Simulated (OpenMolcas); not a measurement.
**OpenMolcas run: F VI**

Input:

```
&GATEWAY
Coord
1

F 0.0 0.0 0.0
Basis=ANO-RCC-VTZP
Group=XYZ
NoMove
AngMom=0.0 0.0 0.0
AMFI
&SEWARD
* reference wave functions (RASSCF and RASSI steps not shown): 2 electrons in 4 orbitals (2s 2p)
>>> COPY JOB001 $Project.JobIph
&CASPT2
Multistate=1 1
Frozen=0 0
IPEA=0.3
Imaginary=0.25
MaxIter=60
WThr=0.0 0.3 0.05
PrWF=0.5
NoMix
>>> COPY JOB002 $Project.JobIph
&CASPT2
Multistate=3 1 2 3
Frozen=0 0
IPEA=0.3
Imaginary=0.25
MaxIter=60
WThr=0.0 0.3 0.05
PrWF=0.5
NoMix
>>> COPY JOB003 $Project.JobIph
&CASPT2
Multistate=3 1 2 3
Frozen=0 0
IPEA=0.3
Imaginary=0.25
MaxIter=60
WThr=0.0 0.3 0.05
PrWF=0.5
NoMix
...
```

Launched by
```bash
OMP_NUM_THREADS=1 MOLCAS_MEM=2252 MOLCAS_PROJECT=a pymolcas a.inp > a.log  # once for each step of the input, in one work folder
```

Output, cut to the results:

```
--- CASPT2 ---
Orbital specifications:
      -----------------------

      Symmetry species                           1   2
                                                ag  au
      Frozen orbitals                            0   0
      Inactive orbitals                          1   0
      Active orbitals                            1   3
      Secondary orbitals                        12  13
      Deleted orbitals                           0   0
      Number of basis functions                 14  16
Type of calculation                        SS-CASPT2
      Fock operator                              state-specific
      IPEA shift                                 0.30
      Real shift                                 0.00
      Imaginary shift                            0.25
      The input orbitals will be transformed to quasi-canonical
Reference energy:         -88.1272149837
      E2 (Non-variational):      -0.0044212211
      Shift correction:          -0.0000012131
      E2 (Variational):          -0.0044224341
      Total energy:             -88.1316374179
      Residual norm:              0.0000004940
      Reference weight:           0.99975
      Contributions to the CASPT2 correlation energy
      Active & Virtual Only:         -0.0023652876
      One Inactive Excited:          -0.0007755525
      Two Inactive Excited:          -0.0012803810
::    CASPT2 Root  1     Total energy:    -88.13163742
--- CASPT2 ---
Orbital specifications:
      -----------------------

      Symmetry species                           1   2
                                                ag  au
      Frozen orbitals                            0   0
      Inactive orbitals                          1   0
      Active orbitals                            1   3
      Secondary orbitals                        12  13
      Deleted orbitals                           0   0
      Number of basis functions                 14  16
Type of calculation                        MS-CASPT2
      Fock operator                              state-specific
      IPEA shift                                 0.30
      Real shift                                 0.00
      Imaginary shift                            0.25
      The input orbitals will be transformed to quasi-canonical
Reference energy:         -86.9463792793
      E2 (Non-variational):      -0.0319945114
      Shift correction:          -0.0000175476
      E2 (Variational):          -0.0320120589
      Total energy:             -86.9783913383
      Residual norm:              0.0000000737
      Reference weight:           0.99801
      Contributions to the CASPT2 correlation energy
      Active & Virtual Only:         -0.0082286482
      One Inactive Excited:          -0.0218406068
      Two Inactive Excited:          -0.0019252565
Reference energy:         -86.9463792793
      E2 (Non-variational):      -0.0319945114
      Shift correction:          -0.0000175476
      E2 (Variational):          -0.0320120589
      Total energy:             -86.9783913383
      Residual norm:              0.0000000737
      Reference weight:           0.99801
      Contributions to the CASPT2 correlation energy
      Active & Virtual Only:         -0.0082286482
      One Inactive Excited:          -0.0218406068
      Two Inactive Excited:          -0.0019252565
::    CASPT2 Root  1     Total energy:    -86.97839134
::    CASPT2 Root  2     Total energy:    -86.97839134
::    CASPT2 Root  3     Total energy:    -86.97839134
::    MS-CASPT2 Root  1     Total energy:    -86.97839134
::    MS-CASPT2 Root  2     Total energy:    -86.97839134
::    MS-CASPT2 Root  3     Total energy:    -86.97839134
--- CASPT2 ---
Orbital specifications:
      -----------------------

      Symmetry species                           1   2
                                                ag  au
      Frozen orbitals                            0   0
      Inactive orbitals                          1   0
      Active orbitals                            1   3
      Secondary orbitals                        12  13
      Deleted orbitals                           0   0
      Number of basis functions                 14  16
Type of calculation                        MS-CASPT2
      Fock operator                              state-specific
      IPEA shift                                 0.30
      Real shift                                 0.00
      Imaginary shift                            0.25
      The input orbitals will be transformed to quasi-canonical
Reference energy:         -87.2171259995
      E2 (Non-variational):      -0.0488419588
      Shift correction:          -0.0000743193
      E2 (Variational):          -0.0489162780
      Total energy:             -87.2660422775
      Residual norm:              0.0000002523
      Reference weight:           0.99313
      Contributions to the CASPT2 correlation energy
      Active & Virtual Only:         -0.0437712219
      One Inactive Excited:          -0.0033684060
      Two Inactive Excited:          -0.0017023309
Reference energy:         -87.2171259995
      E2 (Non-variational):      -0.0488419588
      Shift correction:          -0.0000743193
      E2 (Variational):          -0.0489162780
      Total energy:             -87.2660422775
      Residual norm:              0.0000002523
      Reference weight:           0.99313
      Contributions to the CASPT2 correlation energy
      Active & Virtual Only:         -0.0437712219
      One Inactive Excited:          -0.0033684060
      Two Inactive Excited:          -0.0017023309
::    CASPT2 Root  1     Total energy:    -87.26604228
::    CASPT2 Root  2     Total energy:    -87.26604228
::    CASPT2 Root  3     Total energy:    -87.26604228
::    MS-CASPT2 Root  1     Total energy:    -87.26604228
::    MS-CASPT2 Root  2     Total energy:    -87.26604228
::    MS-CASPT2 Root  3     Total energy:    -87.26604228
--- CASPT2 ---
Orbital specifications:
      -----------------------

...
```

Levels above the lowest, from the spin-orbit matrix with the single-state CASPT2 energies, averaged by term, on its diagonal:

| Configuration | Term | J | E (eV) | Measured (eV) | g | Term weight % |
| --- | --- | --- | --- | --- | --- | --- |
| 2s² | ¹S | 0 | 0.0000 | 0.0000 |  | 100 |
| 2s 2p | ³P° | 0 | 12.000 |  |  | 100 |
| 2s 2p | ³P° | 1 | 12.034 | 12.0092 | 1.501 | 100 |
| 2s 2p | ³P° | 2 | 12.102 | 12.0806 | 1.501 | 100 |
| 2s 2p | ¹P° | 1 | 23.554 |  | 1.000 | 100 |

Against the 2 measured excited levels shown (Moore, Atomic Energy Levels, vol. I, NSRDS-NBS 35 (1971 reprint of NBS Circular 467, 1949)) the mean absolute deviation is 190 cm-1; the largest miss in energy is 2s 2p ³P°₁: computed 12.034, measured 12.0092 eV (+0.2 %).

Terms from blocks run as CI alone lack orbitals of their own. Measured partners are found by configuration, term and J. A level has none where our copy of the source lacks it or the pairing is in doubt (some pairs that miss far off the trend of their configuration count as doubtful), and it then counts in no deviation. Levels of configurations outside the active space are missing. The first state left out of the spin-orbit step lies near 290000 cm-1 above the lowest spin-free state of the reference (among the parities and spins computed), and the list stops at four fifths of that energy or lower.

The CASPT2 steps took 1.7 s on 1 thread of Intel(R) Xeon(R) 6975P-C (Granite Rapids) (shared host); the integral step is not counted.

The term weight is that of the spin-free term in the level, not the purity of its configuration. ° marks odd parity.
